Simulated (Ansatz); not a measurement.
Diatomic OF-, multiplicity 3 (an upper state: multiplicity 1 came lower at CCSD(T)/def2-TZVPP on PBE0 minima).

The constants come from a fifth-degree fit in 1/R (seven points, main isotopes). In def2 and cc sets the state is the lowest found near the PBE0 minimum, followed along R.

The values were computed with Ansatz (an electronic-structure program). Each number belongs to the level named beside it.

Energies at PBE/def2-TZVPP:

| R (Å) | E (hartree) |
|---|---|
| 1.902417 | -174.84001204 |
| 1.953558 | -174.84151596 |
| 2.000607 | -174.84232372 |
| 2.053793 | -174.84272761 |
| 2.106978 | -174.84272614 |
| 2.168347 | -174.84236451 |
| 2.239943 | -174.84161929 |

### Question
With a reduced mass of 8.6839 u, find the minimum, the force constant and the constants.

### Answer
A fifth-degree polynomial in 1/R puts the minimum at r_e = 2.0794 Å with force constant 53.4 N/m. Then ω_e = (1/2πc)√(k/μ) = 323 cm⁻¹ and B_e = h/(8π²cμr_e²) = 0.4489 cm⁻¹; the cubic and quartic terms give α_e = 0.012 and ω_e x_e = 8.0 cm⁻¹.
